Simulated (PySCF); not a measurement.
C5H3F, SMILES C(#C)C(=C=C)F. Atoms are numbered in the order given.

```xyz
9

C      0.9647    -2.3197     0.0000
C      0.3543    -1.2710     0.0000
C     -0.3623    -0.0395     0.0000
F     -1.7098    -0.1585     0.0000
C      0.2071     1.1508     0.0000
C      0.7978     2.3158     0.0000
H      1.5052    -3.2477     0.0000
H      1.0566     2.8280    -0.9355
H      1.0566     2.8280     0.9355
```
Charge 0, spin multiplicity 1.

Coordinates come from a B3LYP-D3(BJ)/def2-SVP optimisation. This is a generated structure with no PubChem entry under its InChIKey; it may be hypothetical.

These are PBE0/pcSseg-1 (PySCF) values and carry that method's errors.

GIAO shieldings, no solvent; atoms alike by connectivity are averaged. δ = σ(ref) − σ: ¹³C against TMS (σ = 186.3 ppm); ¹⁹F against CFCl3 (σ = 167.2 ppm); ¹H against TMS (σ = 31.56 ppm), references at their B3LYP-D3(BJ)/def2-TZVP geometries, non-relativistic.

Computed chemical shifts:
| nucleus | atoms | count | δ (ppm) |
|---|---|---|---|
| ¹³C | C5 | 1 | 227.4 |
| ¹³C | C3 | 1 | 135.7 |
| ¹³C | C1 | 1 | 102.7 |
| ¹³C | C6 | 1 | 101.7 |
| ¹³C | C2 | 1 | 76.8 |
| ¹⁹F | F4 | 1 | -160.2 |
| ¹H | H8, H9 | 2 | 6.35 |
| ¹H | H7 | 1 | 4.13 |
